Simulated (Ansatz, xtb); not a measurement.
**Al2H6Sn2: which of two structures lies lower**

We compare X, a singlet given by its coordinates, with Y, a singlet given by its coordinates. Both are isolated molecules in the gas phase, relaxed with B3LYP-D3(BJ)/def2-SVP.

X (Å):

```xyz
10

Al    0.2438   -0.3416    0.9639
Al    2.5732   -0.1241   -0.2467
Sn    0.5555    0.8288    3.6662
Sn   -0.6023    2.3991    1.7069
H    -0.5843   -1.5889    0.4568
H    -1.3370    1.3468    3.2490
H     3.4311    1.1121    0.2325
H     0.9325    0.4111   -0.4561
H     2.9687   -1.1934   -1.3371
H     1.8940   -0.8839    1.1618
```

Close contacts (Å): Al1–Al2 2.63, Al1–Sn3 2.96, Al1–Sn4 2.96, Sn3–Sn4 2.77, Al1–H5 1.58, Al1–H8 1.75, Al1–H10 1.75, Al2–H7 1.58, Al2–H8 1.74, Al2–H9 1.58, Al2–H10 1.74, Sn3–H6 2.01, Sn4–H6 2.01.

Y (Å):

```xyz
10

Al   -1.0927    0.9669    1.2634
Al    0.0342    1.3959   -1.2109
Sn    1.2701   -0.2845    1.0785
Sn    1.7449    2.7804    0.5829
H    -1.5198    1.0616   -0.3847
H    -2.1086    1.9224    2.0230
H     1.7416    2.0959   -1.2002
H     0.6149   -0.2050   -0.7973
H    -0.3941    1.5227   -2.7202
H    -0.1019    2.9003   -0.1205
```

Close contacts (Å): Al1–Al2 2.75, Al1–Sn3 2.68, Al2–Sn4 2.84, Sn3–Sn4 3.14, Al1–H5 1.71, Al1–H6 1.59, Al2–H5 1.79, Al2–H7 1.85, Al2–H8 1.75, Al2–H9 1.57, Al2–H10 1.86, Sn3–H8 1.99, Sn4–H7 1.91, Sn4–H10 1.98.

Q: Estimate which is lower in electronic energy at CCSD(T)/def2-SVP + ΔMP2/def2-TZVPP, and by roughly how much.

A: Not settled: CCSD(T)/def2-SVP + ΔMP2/def2-TZVPP gives E(Y) − E(X) = −6.02 kJ/mol, but this leans on the basis-set step: CCSD(T) alone gives +15.90 kJ/mol.

The same difference at several levels:

| level | geometry | E(Y) − E(X) (kJ/mol) | departure from the last row (kJ/mol) | job, with rough time for the two |
| --- | --- | --- | --- | --- |
| B3LYP-D3(BJ)/def2-SVP | B3LYP-D3(BJ)/def2-SVP | −0.59 | +5.43 | optimisation, 3.7 min |
| HF/def2-SVP | B3LYP-D3(BJ)/def2-SVP | +33.07 | +39.09 | part of the CCSD(T) run |
| MP2/def2-SVP | B3LYP-D3(BJ)/def2-SVP | +19.01 | +25.03 | part of the CCSD(T) run |
| CCSD(T)/def2-SVP | B3LYP-D3(BJ)/def2-SVP | +15.90 | +21.91 | single point |
| CCSD(T)/def2-SVP + ΔMP2/def2-TZVPP | B3LYP-D3(BJ)/def2-SVP | −6.02 |  | single point, 74 s |

HF/def2-SVP, MP2/def2-SVP, CCSD(T)/def2-SVP put the two in the other order. B3LYP-D3(BJ)/def2-SVP finds them nearly level. The largest departure from CCSD(T)/def2-SVP + ΔMP2/def2-TZVPP is that of HF/def2-SVP, 39.09 kJ/mol. Levels run at GFN2-xTB geometries aren't shown. The last row adds to CCSD(T) the change of the MP2 difference between the two basis sets, here −21.91 kJ/mol, a large step that makes the value less sure.

With harmonic frequencies from B3LYP-D3(BJ)/def2-SVP (ideal gas, rigid rotor, one conformer each, 298.15 K, 1 atm): on the last row, ΔE + ΔZPE = −7.71 kJ/mol. A mode under 50 cm⁻¹ makes harmonic enthalpies and free energies unreliable, so none is given.

The correlated steps freeze 18 core orbitals; the filled d shell of Sn is correlated, in a basis made for valence electrons. Atoms past krypton carry core potentials in the def2 sets and no spin–orbit term is included. Run with Ansatz 0.2.0; the last row on 2 threads of Arm Neoverse V1 on a shared host.
